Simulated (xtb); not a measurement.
xtb input:

```bash
xtb mol.xyz --gfn 1 --sp --chrg 1 --uhf 0
```
mol.xyz:
```
4

Cr     0.10994399     0.17062252     0.14834968
O      1.30138369    -0.51017622    -0.52409265
O     -0.48197111    -0.81821312     1.15186090
F     -1.02155070     0.72579714    -0.95361536
```

Predict the final energy.

-15.57726 Eh (GFN1-xTB).
